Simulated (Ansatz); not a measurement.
Cs3H2, relaxed as a doublet with UKS PBE-D4/def2-TZVP in Ansatz, starting from the GFN1-xTB geometry. Force threshold 0.02 eV/Å.

In the def2 sets Cs takes a core potential; there is no spin–orbit coupling. The structure comes from a short search, and lower isomers may exist.

Start:

Cartesian coordinates in Å:
```
Cs -3.5376 -0.6337 1.4592
Cs 0.2259 -0.3990 -0.2013
Cs 3.0231 2.3651 0.6816
H -2.2793 -2.2581 -0.3305
H 2.5678 0.9257 -1.6091
```

```
step  energy (eV)  largest force component (eV/Å)  SCF passes
   1   -1676.5958                           0.435          31
   2   -1676.7601                           0.289          33
   3   -1676.8711                           0.202          30
   4   -1676.9377                           0.148          29
   5   -1676.9890                           0.119          30
   6   -1677.0336                           0.088          29
   7   -1677.0769                           0.065          30
   8   -1677.1235                           0.062          28
   9   -1677.1788                           0.063          29
  10   -1677.2136                           0.169          29
  11   -1677.2630                           0.074          28
  12   -1677.2976                           0.049          28
  13   -1677.3125                           0.049          29
  14   -1677.3277                           0.044          29
  15   -1677.3291                           0.015          26
  16   -1677.3298                           0.006          27
```

Force components are those of the run's own axes.

End:

```xyz
5

Cs   -2.6667    0.1036    1.7677
Cs    0.5540   -1.6316   -1.7698
Cs    1.8057    2.4462    1.0118
H    -1.6397   -1.3959   -0.2042
H     1.9467    0.4777   -0.8056
```

Bonds formed: Cs1–Cs3 (atoms count from 1). The end is the same structure that another start reached.

The force fell under the threshold at step 15, but the optimiser went on. No frequencies were taken in this run, so the end may be a saddle point.

Hardware: 4 threads of Arm Neoverse V2 on a shared host. Wall time 38 s.
